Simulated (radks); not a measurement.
The nitrogen ion N+ inside a hard spherical wall (all orbitals vanish at R), configuration held at [He] 2s2 2p2 and not refilled when levels cross. Method: non-relativistic Kohn-Sham, LDA (Slater exchange, VWN5 correlation), spin-unpolarised, spherical densities, point nucleus; computed with a radial shooting solver on a logarithmic mesh with Libxc functionals. Eigenvalues in eV, with the zero of energy where the potential of the charges vanishes at infinity; a dash marks a level that is unbound or too diffuse for the functional's potential to be trusted. A positive occupied level is held by the wall or, in an anion where self-interaction has pushed it up, behind a barrier. The pressure on the wall is -dE/dV.

[
 {"R (bohr)": "free", "E (hartree)": "-53.52008", "kinetic (hartree)": "53.256", "e(1s)": "-398.23", "e(2s)": "-32.227", "e(2p)": "-20.827", "e(3s, empty)": "-5.439", "e(3p, empty)": "-3.583", "pressure (GPa)": "0"},
 {"R (bohr)": "10", "E (hartree)": "-53.52008", "kinetic (hartree)": "53.256", "e(1s)": "-398.23", "e(2s)": "-32.227", "e(2p)": "-20.827", "e(3s, empty)": "-5.390", "e(3p, empty)": "-3.402", "pressure (GPa)": "< 0.0001"},
 {"R (bohr)": "7", "E (hartree)": "-53.52006", "kinetic (hartree)": "53.256", "e(1s)": "-398.23", "e(2s)": "-32.226", "e(2p)": "-20.825", "e(3s, empty)": "-4.745", "e(3p, empty)": "-2.263", "pressure (GPa)": "0.00182"},
 {"R (bohr)": "5", "E (hartree)": "-53.51850", "kinetic (hartree)": "53.272", "e(1s)": "-398.10", "e(2s)": "-32.149", "e(2p)": "-20.734", "e(3s, empty)": "-1.356", "e(3p, empty)": "2.004", "pressure (GPa)": "0.335"},
 {"R (bohr)": "4", "E (hartree)": "-53.50498", "kinetic (hartree)": "53.375", "e(1s)": "-397.42", "e(2s)": "-31.724", "e(2p)": "-20.222", "e(3s, empty)": "5.345", "e(3p, empty)": "9.170", "pressure (GPa)": "4.97"},
 {"R (bohr)": "3.5", "E (hartree)": "-53.47354", "kinetic (hartree)": "53.573", "e(1s)": "-396.27", "e(2s)": "-30.982", "e(2p)": "-19.344", "e(3s, empty)": "12.848", "e(3p, empty)": "16.566", "pressure (GPa)": "20.0"},
 {"R (bohr)": "2.5", "E (hartree)": "-53.07116", "kinetic (hartree)": "55.369", "e(1s)": "-387.90", "e(2s)": "-24.639", "e(2p)": "-12.392", "e(3s, empty)": "54.738", "e(3p, empty)": "54.220", "pressure (GPa)": "386"},
 {"R (bohr)": "1.5", "E (hartree)": "-48.54859", "kinetic (hartree)": "67.730", "e(1s)": "-350.26", "e(2s)": "24.792", "e(2p)": "31.231", "e(3s, empty)": "270.53", "e(3p, empty)": "226.59", "pressure (GPa)": "13500"}
]
